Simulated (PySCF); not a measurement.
Isomers C7H6ClF3O:

A. SMILES C=C[C@@]1(C(=O)Cl)C[C@@H]1C(F)(F)F
B. SMILES FC(O/C(=C(\C#C)Cl)CCF)F
C. SMILES C=C[C@@]1(C(F)(F)F)C[C@@H]1C(=O)Cl

Spectrum 1. ¹³C{¹H} NMR (computed): δ 179.4 (C), 141.5 (CH), 133.4 (C), 126.4 (CH2), 45.6 (C), 39.9 (CH), 19.2 (CH2).

Spectrum 2. ¹³C{¹H} NMR (computed): δ 167.7 (C), 124.2 (CH), 115.3 (C), 99.6 (CH), 85.1 (CH2), 80.0 (C), 36.2 (CH2).

Spectrum 3. ¹³C{¹H} NMR (computed): δ 182.8 (C), 144.9 (CH), 133.4 (C), 128.9 (CH2), 42.1 (C), 37.1 (CH), 25.0 (CH2).

PySCF 2.14 calculation with shielding tensors at PBE0/pcSseg-1 (GIAO) and structure optimised with GFN2-xTB; no relativistic terms, rapidly exchanging positions averaged, a single conformation, isolated molecule.

δ = σ(ref) − σ, references computed at the same level: ¹³C against TMS. Splittings of carbon signals by F and P are missing where no couplings were computed. Shifts are as computed. Against solution values, carbons near 30 ppm lie about +3 ppm off and those near 130 ppm about +5 ppm; carbons on Cl a further +6 ppm. Of 1211 compounds with measured shifts, 218 miss one by over three times the rms of a fit or turn the order of signals round; such compounds aren't used in these exercises. Carbons bonded to Cl come out too deshielded.

Match each spectrum to its structure.

Results:

1–C, 2–B, 3–A.

- Spectrum 1 (C): 7 ¹³C signals; δC 141.5 is an alkene CH; δC 133.4 is a CF3 carbon.
- Spectrum 2 (B): 7 ¹³C signals; δC 167.7 is an alkene carbon bearing oxygen; δC 124.2 is an sp3 CH bonded to 2 F and O.
- Spectrum 3 (A): 7 ¹³C signals; δC 144.9 is an alkene CH; δC 133.4 is a CF3 carbon.
